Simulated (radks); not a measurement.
Species: Ca+. Configuration: [Ar] 4s1 (the NIST ground configuration). All-electron calculation, non-relativistic Kohn-Sham, exchange-only LDA, spin-polarised, spherical densities, point nucleus; open shells are filled with parallel spins first. Program: a radial shooting solver on a logarithmic mesh with Libxc functionals.

Unscreened Slater integrals over Kohn-Sham orbitals (eV). They are taken over the spin-up orbitals.

F0(4s,4s): 6.7535
F0(4s,3p): 8.6003
G1(4s,3p): 0.60675
F0(4s,3s): 8.6722
G0(4s,3s): 0.41173
F0(4s,2p): 9.2857
G1(4s,2p): 0.20418
F0(3p,3p): 19.266
F2(3p,3p): 9.6147
F0(3p,3s): 20.092
G1(3p,3s): 13.299
F0(3p,2p): 26.366
F2(3p,2p): 4.8604
G0(3p,2p): 1.9191
G2(3p,2p): 1.9664
F0(3s,3s): 21.030
F0(3s,2p): 28.062
G1(3s,2p): 2.2192
F0(2p,2p): 75.628
F2(2p,2p): 35.337
